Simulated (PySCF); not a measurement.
Atoms are numbered as in `[BH:1]1[O:2][CH2:3][CH2:4][C@H:5]([CH:6]2[CH2:7][CH2:8][CH2:9]2)[O:10]1`. Hydrogens are named by the atom that carries them. Ha(C7), Ha(C8), Ha(C9) are cis to C5 on the ring; Ha(C3), Ha(C4) are cis to C6 on the ring; Hb(C7), Hb(C8), Hb(C9) are trans to C5 on the ring; Hb(C3), Hb(C4) are trans to C6 on the ring.

Geometry: PBE0-D3(BJ)/def2-SVP; GIAO shifts from PySCF, gas phase, non-relativistic, averaged over equivalent atoms.

At PBE0/pcSseg-1 (235 basis functions, 39 s wall time on 1 thread of an Arm Neoverse V2, shared host):
```csv
atoms,δ (ppm)
B1,24.2
O10,143.3
O2,130.6
C5,70.6
C3,62.5
C6,41.6
C4,32.2
C7,22.9
C9,20.5
C8,19.2
H(B1),4.21
Hb(C3),3.97
Ha(C3),3.94
H(C5),3.63
Ha(C7),2.48
H(C6),2.06
Ha(C9),1.94
Hb(C8),1.80
Ha(C8),1.63
Hb(C7),1.62
Hb(C9),1.51
Ha(C4),1.45
Hb(C4),1.22
```

Chemical shifts δ = σref − σ; ¹¹B (σ = 100.73 ppm) vs BF3·OEt2; ¹⁷O (σ = 334.56 ppm) against H2O; ¹³C (σ = 184.41 ppm), ¹H (σ = 31.27 ppm) vs TMS, all at this level.

Predict the values at PBE/pcSseg-1 on the same geometry.

## Answers


```tsv
atoms	δ at PBE/pcSseg-1	change
B1	22.0	-2.2
O10	160.5	+17.2
O2	147.8	+17.2
C5	73.6	+3.0
C3	65.1	+2.6
C6	44.0	+2.4
C4	33.7	+1.5
C7	24.0	+1.1
C9	21.5	+1.0
C8	20.4	+1.2
H(B1)	4.28	+0.07
Hb(C3)	4.14	+0.17
Ha(C3)	4.07	+0.13
H(C5)	3.82	+0.19
Ha(C7)	2.51	+0.03
H(C6)	2.17	+0.11
Ha(C9)	1.99	+0.05
Hb(C8)	1.84	+0.04
Ha(C8)	1.66	+0.03
Hb(C7)	1.65	+0.03
Hb(C9)	1.56	+0.05
Ha(C4)	1.52	+0.07
Hb(C4)	1.31	+0.09
```

Shifts are taken against calculated references (same method and geometry level): ¹¹B (94.77 ppm) vs BF3·OEt2; H2O for ¹⁷O (334.63 ppm); ¹³C (180.03 ppm) and ¹H (31.20 ppm) against TMS.

The largest change is at O10 (oxygen bonded to C, B, in a 6-membered ring). Cost: 235 basis functions, 59 s wall time on 1 thread of an Arm Neoverse V2, shared host. The order of the carbon signals is the same at both levels.

Experimental scales use liquid or dissolved standards, which lie at an offset from isolated H2O (liquid H2O: subtract about 36 ppm).
